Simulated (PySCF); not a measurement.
A side-by-side comparison of computed properties.

First species: CH9B2NSi.
Cartesian coordinates in Å at the PBE0-D3(BJ)/def2-SVP level; atoms count from 1:
```xyz
14
CH9B2NSi angstrom
B     -2.3355    0.1563    0.1704
C     -1.4997   -0.5562    1.2575
B     -0.0705    0.0942    1.0085
N      0.7881   -0.3642   -0.0062
Si     2.3760    0.3137   -0.3594
H     -2.4688   -0.3419   -0.9271
H     -2.8045    1.2574    0.3578
H     -1.4339   -1.6450    1.1052
H     -1.8127   -0.3023    2.2807
H      0.3054    1.0425    1.6674
H      0.4718   -1.1412   -0.5801
H      2.9189   -0.4232   -1.5390
H      2.2743    1.7653   -0.6856
H      3.3014    0.1450    0.7986
```

Second species: GeF4.
InChI=1S/F4Ge/c1-5(2,3)4

Levels: CAM-B3LYP/def2-SVPD for dipole moment, HOMO energy, LUMO energy, HOMO–LUMO gap, static isotropic polarisability and electronic spatial extent ⟨r²⟩ about the centre of nuclear charge; TDDFT CAM-B3LYP/def2-SVPD for lowest singlet excitation; TDA CAM-B3LYP/def2-SVPD for lowest triplet excitation (Tamm–Dancoff). Geometries: PBE0-D3(BJ)/def2-SVP. Each species is one conformer at its optimised geometry, gas phase, non-relativistic unless stated; the electronic structure was computed with PySCF and density fitting.

The conformers computed, where there is a choice (atom-mapped SMILES and torsion angles):
- `[BH2:1][CH2:2][BH:3][NH:4][SiH3:5]`: B1–C2–B3–N4 -81°, C2–B3–N4–Si5 179°

| property | column X | column Y |
| --- | --- | --- |
| dipole moment | 1.38 D | 0.00 D |
| HOMO energy | -9.67 eV | -14.49 eV |
| LUMO energy | -0.41 eV | -1.28 eV |
| HOMO–LUMO gap | 9.26 eV | 13.21 eV |
| lowest singlet excitation | 5.69 eV | 8.95 eV |
| lowest triplet excitation (Tamm–Dancoff) | 5.01 eV | 8.48 eV |
| static isotropic polarisability | 77.0 au | 26.9 au |
| electronic spatial extent ⟨r²⟩ about the centre of nuclear charge | 823 bohr² | 457 bohr² |

(1) Which column belongs to which species?

(2) How does each property change from the first species to the second?

Answers

(1) Column X is the first species and column Y the second. The first has 14 atoms and 46 electrons, the second 5 and 68.

(2) dipole moment -1.38 D; HOMO energy -4.82 eV; LUMO energy -0.87 eV; HOMO–LUMO gap +3.95 eV; lowest singlet excitation +3.26 eV; lowest triplet excitation (Tamm–Dancoff) +3.47 eV; static isotropic polarisability -50.1 au; electronic spatial extent ⟨r²⟩ about the centre of nuclear charge -366 bohr².

On the first: S1 lies 3.57 eV below the HOMO–LUMO gap; its leading configuration is HOMO−1→LUMO, weight 0.66. A dipole of 1.38 D is allowed in C1, and pure rotational transitions are dipole-allowed.

On the second: S1 lies 4.26 eV below the HOMO–LUMO gap. The principal polarisabilities are 26.9, 26.9 and 27.0 au; their mean is the isotropic value. Relativistic effects, spin–orbit coupling among them, are left out although an element past zinc is present.
